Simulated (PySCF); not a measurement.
**Ga (gallium, neutral) across methods**

[Ar] 3d10 4s2 4p1, 2P determinant. Calculation: PySCF 2.14, in aug-cc-pVQZ-PP with one added diffuse shell each of s, p, d, f, g type with ECP10MDF (8s7p6d4f3g, 114 functions); scalar relativity through the core potential.

| method | E (hartree) | mean ε 4s α (eV) | mean ε 4s β (eV) | mean ε 4p α (eV) | Σ⟨r²⟩ (bohr²) | ⟨S²⟩ |
| --- | --- | --- | --- | --- | --- | --- |
| MN15 | -259.8185 | -10.656 | -10.038 | -3.961 | 40.57 | 0.753 |
| LDA | -259.0316 | -9.352 | -8.831 | -2.911 | 39.31 | 0.751 |
| r2SCAN | -259.3439 | -9.373 | -8.748 | -3.175 | 38.74 | 0.756 |
| TPSSh | -259.3744 | -9.539 | -8.710 | -3.337 | 39.03 | 0.753 |
| PBE | -259.4595 | -9.077 | -8.503 | -2.924 | 39.60 | 0.752 |
| UHF | -258.30323 | -12.658 | -10.991 | -5.827 | 39.88 | 0.763 |
| PBE0 | -259.4147 | -10.147 | -9.338 | -3.749 | 39.22 | 0.754 |

**Question.** Estimate the same row for B3LYP.

**Answer.** E (hartree) = -259.5051; mean ε 4s α (eV) = -10.011; mean ε 4s β (eV) = -9.378; mean ε 4p α (eV) = -3.504; Σ⟨r²⟩ (bohr²) = 39.40; ⟨S²⟩ = 0.752.

Energies and moments cover only the electrons outside the core potential.
